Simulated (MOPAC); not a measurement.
Input for MOPAC: AM1 on C4H10 (a complex), monomers drawn apart or pushed together.

```
AM1 1SCF PRECISE CHARGE=0 THREADS=1
C4H10

C      0.24603906 1     0.63662033 1    -0.02648911 1
C     -0.24825794 1    -0.56693527 1     0.22071300 1
H     -0.38747042 1     1.51424356 1    -0.07164536 1
H      1.30483496 1     0.79460612 1    -0.19279116 1
H      0.38520569 1    -1.44428183 1     0.26874276 1
H     -1.30628034 1    -0.72486553 1     0.39055192 1
C      0.34837112 1     0.64535923 1     4.42391701 1
C     -0.34563085 1    -0.71049619 1     4.34259775 1
H      1.32053583 1     0.56476718 1     4.91476176 1
H     -0.24803203 1     1.36347060 1     4.99062301 1
H      0.51184499 1     1.05941758 1     3.42777327 1
H      0.24922493 1    -1.42501017 1     3.77059031 1
H     -1.31732847 1    -0.62838880 1     3.85187390 1
H     -0.51038809 1    -1.13499146 1     5.33517953 1
```

Program output:

```
*******************************************************************************
 **                                                                           **
 **                              MOPAC v23.2.5                                **
 **                                                                           **
 *******************************************************************************
 ** MOPAC's Digital Object Identifier: https://doi.org/10.5281/zenodo.6511958 **
 **                                                                           **
 ** Please cite the open-source release paper for use of this MOPAC version:  **
 ** J. E. Moussa and J. J. P. Stewart (2026)                                  **
 ** MOPAC: An open-source semiempirical molecular orbital program             **
 ** J. Open Source Softw., 11(119), 8025, https://doi.org/10.21105/joss.08025 **
 *******************************************************************************

                              AM1 CALCULATION RESULTS

 *******************************************************************************
 *  AM1        - The AM1 Hamiltonian to be used
 *
 *
 *
 *                 CHARGE ON SYSTEM = 0
 *
 *
 *
 *  PRECISE    - TIGHTER CRITERIA TO BE USED
 *  1SCF       - DO 1 SCF AND THEN STOP
 *  THREADS=1  - MULTI-THREADING NOT USED
 *  T=         - A TIME OF 172800.0 SECONDS REQUESTED
 *  DUMP=N     - RESTART FILE WRITTEN EVERY 7200.0 SECONDS REQUESTED
 *******************************************************************************
AM1 1SCF PRECISE CHARGE=0 THREADS=1
 C4H10

   ATOM   CHEMICAL          X               Y               Z
  NUMBER   SYMBOL      (ANGSTROMS)     (ANGSTROMS)     (ANGSTROMS)

     1       C          0.24603906  *   0.63662033  *  -0.02648911  *
     2       C         -0.24825794  *  -0.56693527  *   0.22071300  *
     3       H         -0.38747042  *   1.51424356  *  -0.07164536  *
     4       H          1.30483496  *   0.79460612  *  -0.19279116  *
     5       H          0.38520569  *  -1.44428183  *   0.26874276  *
     6       H         -1.30628034  *  -0.72486553  *   0.39055192  *
     7       C          0.34837112  *   0.64535923  *   4.42391701  *
     8       C         -0.34563085  *  -0.71049619  *   4.34259775  *
     9       H          1.32053583  *   0.56476718  *   4.91476176  *
    10       H         -0.24803203  *   1.36347060  *   4.99062301  *
    11       H          0.51184499  *   1.05941758  *   3.42777327  *
    12       H          0.24922493  *  -1.42501017  *   3.77059031  *
    13       H         -1.31732847  *  -0.62838880  *   3.85187390  *
    14       H         -0.51038809  *  -1.13499146  *   5.33517953  *



          CARTESIAN COORDINATES

    NO.       ATOM           X           Y           Z

     1         C          0.2460      0.6366     -0.0265
     2         C         -0.2483     -0.5669      0.2207
     3         H         -0.3875      1.5142     -0.0716
     4         H          1.3048      0.7946     -0.1928
     5         H          0.3852     -1.4443      0.2687
     6         H         -1.3063     -0.7249      0.3906
     7         C          0.3484      0.6454      4.4239
     8         C         -0.3456     -0.7105      4.3426
     9         H          1.3205      0.5648      4.9148
    10         H         -0.2480      1.3635      4.9906
    11         H          0.5118      1.0594      3.4278
    12         H          0.2492     -1.4250      3.7706
    13         H         -1.3173     -0.6284      3.8519
    14         H         -0.5104     -1.1350      5.3352

  H: (AM1): M.J.S. DEWAR ET AL, J. AM. CHEM. SOC. 107 3902-3909 (1985)
  C: (AM1): M.J.S. DEWAR ET AL, J. AM. CHEM. SOC. 107 3902-3909 (1985)

           Empirical Formula: C4 H10  =    14 atoms



      MOLECULAR POINT GROUP   :   Cs


      RHF CALCULATION, NO. OF DOUBLY OCCUPIED LEVELS = 13


 -------------------------------------------------------------------------------
 AM1 1SCF PRECISE CHARGE=0 THREADS=1
 C4H10



     1SCF WAS SPECIFIED, SO BFGS WAS NOT USED
     SCF FIELD WAS ACHIEVED


                              AM1 CALCULATION
                                                       MOPAC v23.2.5 Linux




          FINAL HEAT OF FORMATION =          1.66426 KCAL/MOL =       6.96328 KJ/MOL


          COSMO AREA              =        137.94 SQUARE ANGSTROMS
          COSMO VOLUME            =        118.34 CUBIC ANGSTROMS

          IONIZATION POTENTIAL    =         10.576942 EV
          HOMO LUMO ENERGIES (EV) =        -10.577  1.424
          NO. OF FILLED LEVELS    =         13
          MOLECULAR WEIGHT        =         58.1230         POINT GROUP:  Cs

          MOLECULAR DIMENSIONS (Angstroms)

            Atom       Atom       Distance
            H    14    H     4     6.13000
            H     9    H     6     4.54362
            H     5    H    10     3.11472


          SCF CALCULATIONS        =          1





   ATOM   CHEMICAL          X               Y               Z
  NUMBER   SYMBOL      (ANGSTROMS)     (ANGSTROMS)     (ANGSTROMS)

     1       C          0.24603906  *   0.63662033  *  -0.02648911  *
     2       C         -0.24825794  *  -0.56693527  *   0.22071300  *
     3       H         -0.38747042  *   1.51424356  *  -0.07164536  *
     4       H          1.30483496  *   0.79460612  *  -0.19279116  *
     5       H          0.38520569  *  -1.44428183  *   0.26874276  *
     6       H         -1.30628034  *  -0.72486553  *   0.39055192  *
     7       C          0.34837112  *   0.64535923  *   4.42391701  *
     8       C         -0.34563085  *  -0.71049619  *   4.34259775  *
     9       H          1.32053583  *   0.56476718  *   4.91476176  *
    10       H         -0.24803203  *   1.36347060  *   4.99062301  *
    11       H          0.51184499  *   1.05941758  *   3.42777327  *
    12       H          0.24922493  *  -1.42501017  *   3.77059031  *
    13       H         -1.31732847  *  -0.62838880  *   3.85187390  *
    14       H         -0.51038809  *  -1.13499146  *   5.33517953  *

                             CARTESIAN COORDINATES

   1    C        0.246039060     0.636620330    -0.026489110
   2    C       -0.248257940    -0.566935270     0.220713000
   3    H       -0.387470420     1.514243560    -0.071645360
   4    H        1.304834960     0.794606120    -0.192791160
   5    H        0.385205690    -1.444281830     0.268742760
   6    H       -1.306280340    -0.724865530     0.390551920
   7    C        0.348371120     0.645359230     4.423917010
   8    C       -0.345630850    -0.710496190     4.342597750
   9    H        1.320535830     0.564767180     4.914761760
  10    H       -0.248032030     1.363470600     4.990623010
  11    H        0.511844990     1.059417580     3.427773270
  12    H        0.249224930    -1.425010170     3.770590310
  13    H       -1.317328470    -0.628388800     3.851873900
  14    H       -0.510388090    -1.134991460     5.335179530


           Empirical Formula: C4 H10  =    14 atoms



      MOLECULAR POINT GROUP   :   Cs


                  EIGENVALUES
 -33.43214 -33.22915 -24.07493 -21.97666 -15.97818 -14.87487 -14.85957 -14.26774
 -13.13826 -11.95399 -11.89633 -11.88625 -10.57694   1.42364   4.12720   4.27358
   4.28976   4.48801   4.63104   5.11021   5.13792   5.14268   5.16117   5.48364
   5.63838   5.75869


              NET ATOMIC CHARGES AND DIPOLE CONTRIBUTIONS

  ATOM NO.   TYPE          CHARGE      No. of ELECS.   s-Pop       p-Pop
    1          C          -0.217700        4.2177     1.24058     2.97712
    2          C          -0.216386        4.2164     1.24052     2.97587
    3          H           0.108565        0.8914     0.89144
    4          H           0.108575        0.8914     0.89143
    5          H           0.108473        0.8915     0.89153
    6          H           0.108549        0.8915     0.89145
    7          C          -0.208000        4.2080     1.21445     2.99355
    8          C          -0.207245        4.2072     1.21438     2.99287
    9          H           0.068754        0.9312     0.93125
   10          H           0.068739        0.9313     0.93126
   11          H           0.071286        0.9287     0.92871
   12          H           0.069118        0.9309     0.93088
   13          H           0.068739        0.9313     0.93126
   14          H           0.068535        0.9315     0.93147
 DIPOLE           X         Y         Z       TOTAL
 POINT-CHG.     0.004     0.005    -0.014     0.016
 HYBRID        -0.002    -0.004     0.001     0.004
 SUM            0.002     0.001    -0.013     0.013


          ATOMIC ORBITAL ELECTRON POPULATIONS

     Atom    s        px        py        pz
    1  C   1.24058   1.00867   0.96906   0.99939
    2  C   1.24052   1.00880   0.96914   0.99793
    3  H   0.89144
    4  H   0.89143
    5  H   0.89153
    6  H   0.89145
    7  C   1.21445   1.00498   0.96958   1.01900
    8  C   1.21438   1.00595   0.97015   1.01677
    9  H   0.93125
   10  H   0.93126
   11  H   0.92871
   12  H   0.93088
   13  H   0.93126
   14  H   0.93147

 **********************
 *                    *
 * JOB ENDED NORMALLY *
 *                    *
 **********************




 == MOPAC DONE ==
```

The run finished.

Cost: around 0.03 core-seconds (rough).
